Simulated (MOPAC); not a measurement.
MOPAC input (AM1):

```
AM1 FORCE THERMO(298,298) PRECISE LET GEO-OK AUX(PRECISION=9) THREADS=1
H2F3NSi

N     1.65949477 1   -0.32029398 1    0.18187148 1
Si    0.01381005 1   -0.00073617 1    0.00557246 1
F    -0.61356846 1   -0.51289134 1   -1.38888375 1
F    -0.87913375 1   -0.72182489 1    1.13868824 1
F    -0.31488811 1    1.57788311 1    0.04008629 1
H     2.02724429 1   -1.14100578 1    0.58455995 1
H     2.37870425 1    0.29148985 1   -0.09998120 1
```

Output:

```
 *******************************************************************************
 **                                                                           **
 **                              MOPAC v23.2.5                                **
 **                                                                           **
 *******************************************************************************
 ** MOPAC's Digital Object Identifier: https://doi.org/10.5281/zenodo.6511958 **
 **                                                                           **
 ** Please cite the open-source release paper for use of this MOPAC version:  **
 ** J. E. Moussa and J. J. P. Stewart (2026)                                  **
 ** MOPAC: An open-source semiempirical molecular orbital program             **
 ** J. Open Source Softw., 11(119), 8025, https://doi.org/10.21105/joss.08025 **
 *******************************************************************************

                              AM1 CALCULATION RESULTS

 *******************************************************************************
 *  AM1        - The AM1 Hamiltonian to be used
 *  GEO-OK     - OVERRIDE INTERATOMIC DISTANCE AND OTHER SAFETY CHECKS
 *  LET        - OVERRIDE SOME SAFETY CHECKS
 *  PRECISE    - TIGHTER CRITERIA TO BE USED
 *  FORCE      - FORCE CALCULATION SPECIFIED
 *  AUX        - OUTPUT AUXILIARY INFORMATION
 *  THERMO     - THERMODYNAMIC QUANTITIES TO BE CALCULATED
 *******************************************************************************
AM1 FORCE THERMO(298,298) PRECISE LET GEO-OK AUX(PRECISION=9) THREADS=1
 H2F3NSi

   ATOM   CHEMICAL          X               Y               Z
  NUMBER   SYMBOL      (ANGSTROMS)     (ANGSTROMS)     (ANGSTROMS)

     1       N          1.65949477  *  -0.32029398  *   0.18187148  *
     2      Si          0.01381005  *  -0.00073617  *   0.00557246  *
     3       F         -0.61356846  *  -0.51289134  *  -1.38888375  *
     4       F         -0.87913375  *  -0.72182489  *   1.13868824  *
     5       F         -0.31488811  *   1.57788311  *   0.04008629  *
     6       H          2.02724429  *  -1.14100578  *   0.58455995  *
     7       H          2.37870425  *   0.29148985  *  -0.09998120  *

          CARTESIAN COORDINATES

    NO.       ATOM           X           Y           Z

     1         N          1.6595     -0.3203      0.1819
     2        Si          0.0138     -0.0007      0.0056
     3         F         -0.6136     -0.5129     -1.3889
     4         F         -0.8791     -0.7218      1.1387
     5         F         -0.3149      1.5779      0.0401
     6         H          2.0272     -1.1410      0.5846
     7         H          2.3787      0.2915     -0.1000

  H: (AM1): M.J.S. DEWAR ET AL, J. AM. CHEM. SOC. 107 3902-3909 (1985)
  N: (AM1): M.J.S. DEWAR ET AL, J. AM. CHEM. SOC. 107 3902-3909 (1985)
  F: (AM1): M.J.S. DEWAR AND E. G. ZOEBISCH, THEOCHEM, 180, 1 (1988).
 Si: (AM1): M.J.S.DEWAR, C. JIE, ORGANOMETALLICS, 6, 1486-1490 (1987).

           Empirical Formula: H2 N Si F3  =     7 atoms

      MOLECULAR POINT GROUP   :   Cs

      RHF CALCULATION, NO. OF DOUBLY OCCUPIED LEVELS = 16
[...]
 REDUCED MASS        6.7205         Si2 -- F 3         +18.2% ( 58.4%)     41.3%
 EFFECTIVE MASS     21.9776
 FORCE CONSTANT      4.8815

 VIBRATION         11    7A'         ATOM PAIR     ENERGY CONTRIBUTION    RADIAL
 FREQUENCY          1201.30         Si2 -- F 3         +47.2% ( 89.1%)     97.2%
 TRANSITION DIPOLE   5.8328         Si2 -- F 5         +19.5% ( 57.3%)     42.4%
 TRAVEL (Ang.)       0.0782         Si2 -- F 4         +19.5% ( 57.3%)     42.3%
 REDUCED MASS        9.1741         N 1 -- Si2         +13.6% ( 47.9%)      1.9%
 EFFECTIVE MASS     22.9372
 FORCE CONSTANT      7.8004

 VIBRATION         12    5A"         ATOM PAIR     ENERGY CONTRIBUTION    RADIAL
 FREQUENCY          1223.19         Si2 -- F 4         +35.3% ( 78.3%)     86.9%
 TRANSITION DIPOLE   5.0548         Si2 -- F 5         +35.3% ( 78.3%)     86.8%
 TRAVEL (Ang.)       0.0782         N 1 -- Si2         +14.4% ( 50.0%)      0.0%
 REDUCED MASS        9.0083         Si2 -- F 3         +14.0% ( 49.4%)      0.0%
 EFFECTIVE MASS     22.8556
 FORCE CONSTANT      7.9411

 VIBRATION         13    8A'         ATOM PAIR     ENERGY CONTRIBUTION    RADIAL
 FREQUENCY          1732.89         N 1 -- H 7         +47.1% ( 59.5%)      2.9%
 TRANSITION DIPOLE   0.4613         N 1 -- H 6         +47.1% ( 59.5%)      2.9%
 TRAVEL (Ang.)       0.2676         N 1 -- Si2          +5.9% ( 21.0%)    100.0%
 REDUCED MASS        0.5432
 EFFECTIVE MASS      1.8777
 FORCE CONSTANT      0.9611

 VIBRATION         14    6A"         ATOM PAIR     ENERGY CONTRIBUTION    RADIAL
 FREQUENCY          3540.27         N 1 -- H 7         +49.6% ( 72.3%)     97.6%
 TRANSITION DIPOLE   0.7976         N 1 -- H 6         +49.6% ( 72.3%)     97.6%
 TRAVEL (Ang.)       0.1912         N 1 -- Si2          +0.8% (  9.0%)      0.0%
 REDUCED MASS        0.5209
 EFFECTIVE MASS      1.5275
 FORCE CONSTANT      3.8469

 VIBRATION         15    9A'         ATOM PAIR     ENERGY CONTRIBUTION    RADIAL
 FREQUENCY          3607.58         N 1 -- H 7         +49.8% ( 69.4%)     97.4%
 TRANSITION DIPOLE   0.6540         N 1 -- H 6         +49.8% ( 69.4%)     97.4%
 TRAVEL (Ang.)       0.1960         N 1 -- Si2          +0.4% (  6.1%)    100.0%
 REDUCED MASS        0.4865
 EFFECTIVE MASS      1.2408
 FORCE CONSTANT      3.7305

      SYMMETRY NUMBER FOR POINT-GROUP Cs  =  1

          SYSTEM IS A GROUND STATE

 H2F3NSi

          MOLECULE IS NOT LINEAR

          THERE ARE 15 GENUINE VIBRATIONS IN THIS SYSTEM
          THIS THERMODYNAMICS CALCULATION IS LIMITED TO
          MOLECULES WHICH HAVE NO INTERNAL ROTATIONS

                    CALCULATED THERMODYNAMIC PROPERTIES
                                          *
   TEMP. (K)   PARTITION FUNCTION   H.O.F.    ENTHALPY  HEAT CAPACITY ENTROPY
                                   KCAL/MOL   CAL/MOLE    CAL/K/MOL  CAL/K/MOL

 298.00  VIB.     0.3562D+02                  2160.9303    13.1176    14.3514
         ROT.     0.1164D+06                   888.2803     2.9808    26.1618
         INT.     0.4147D+07                  3049.2106    16.0984    40.5132
         TRA.     0.9828D+27                  1480.4672     4.9680    39.7485
         TOT.                     -314.987    4529.6778    21.0664    80.2616

   *: NOTE: HEATS OF FORMATION ARE RELATIVE TO THE
            ELEMENTS IN THEIR STANDARD STATE AT 298K
              (=  Standard Enthalpy of Formation).

            Hvib:  Zero-point energy is not included.
                   frequencies of less than zero cm-1 are not included.
            Hrot = (3/2)RT
            Htra = (3/2)RT + pV = (5/2)RT

            Heat capacity is Cp, not Cv

          For more information, see: HTTP://OpenMOPAC.net/Manual/thermochemistry.html

           FORCE CONSTANT IN CARTESIAN COORDINATES (Millidynes/A)

    ATOM   CHEMICAL       X               Y               Z
   NUMBER   SYMBOL  FORCE CONSTANT  FORCE CONSTANT  FORCE CONSTANT

      1       N       11.047277        1.260307        9.986079
      2      Si        9.771135       11.514698       12.411050
      3       F        1.912488        7.541366        0.265912
      4       F        1.749700        2.024058        5.960654
      5       F        1.748515        2.020015        5.965882
      6       H        2.919456        0.122289        5.223022
      7       H        2.920665        0.122277        5.221824

 **********************
 *                    *
 * JOB ENDED NORMALLY *
 *                    *
 **********************

 == MOPAC DONE ==
```
